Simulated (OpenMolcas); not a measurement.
**Ar²⁺: the spin-orbit constant, Slater's ratio, worked from levels**

```
Program             : OpenMolcas 26.06
Basis               : ANO-RCC-VTZP [5s4p2d1f]
Scalar Hamiltonian  : DKH2, point nucleus
Active space        : 6 electrons in 4 orbitals (3s 3p)
State averaging     : 2S+1 = 3 even, 3 roots; 2S+1 = 1 even, 6 roots kept (CI in the orbitals of an earlier block); 2S+1 = 3 odd, 3 roots; 2S+1 = 1 odd, 3 roots kept (CI in the orbitals of an earlier block)
Spin-orbit coupling : state interaction with AMFI integrals over the reference wave functions, term energies averaged over their components
```

Methods: CASSCF; SS-CASPT2, IPEA 0.25 Eh, imaginary shift 0.1 Eh (closed shells correlated: 2s 2p). Measured levels: Saloman, J. Phys. Chem. Ref. Data 39, 033101 (2010).

**The spin-orbit constant.** For the Hund term 3P of p4, E(J) = (A/2) J(J+1) + constant and ζ = -2S·A = -2A. From J = 0 to J = 2 the energy changes by 3 A.

```
   Source  E(2) - E(0)       A     ζ
   CASSCF      -1463.7  -487.9   976
SS-CASPT2      -1472.2  -490.7   981
 measured      -1570.2  -523.4  1047
```

All in cm-1. SS-CASPT2 is off by -6.2 % and CASSCF by -6.8 %. Both methods take the spin-orbit matrix elements from the reference wave functions, so the second can move ζ only through the term energies and any multistate remixing. Second-order mixing with other terms is absorbed into this ζ.

**Slater's ratio.** With one set of orbitals, p4 has 1D - 3P = 6 F2 and 1S - 1D = 9 F2 (F2 = F²/25), a ratio of 3/2. Term energies are centres of gravity, weighted by 2J + 1.

| Source | 1D - 3P | 1S - 3P | F2 from the first | Ratio |
| --- | --- | --- | --- | --- |
| CASSCF | 16547 | 31344 | 2758 | 0.894 |
| SS-CASPT2 | 14062 | 33122 | 2344 | 1.355 |
| measured | 13465 | 32721 | 2244 | 1.430 |

Energies in cm-1. A ratio away from 3/2 shows effects beyond one configuration with one set of orbitals, and in heavier atoms second-order spin-orbit shifts. In CASSCF the valence s occupation is 1.94 in 1S against 2.00 in 1D: mixing out of s² acts most on 1S and pulls it down.

CASPT2 breaks the degeneracy within a term, and the mean is taken; among the terms shown or strongly mixed into the levels shown the widest spread is 160 cm-1 (3s2 3p4 1D, SS-CASPT2). Over all roots computed the reference weight is 0.87 to 0.96 in SS-CASPT2; the roots of lowest weight are the least certain, and an intruder state may touch them. Terms from blocks run as CI alone lack orbitals of their own. Computed and measured levels are paired by configuration, term and J; levels that our copy of the source lacks, or whose pairing is in doubt (as where it misses far off the trend of its configuration), stay unpaired and out of the deviations. Levels of configurations outside the active space are missing.
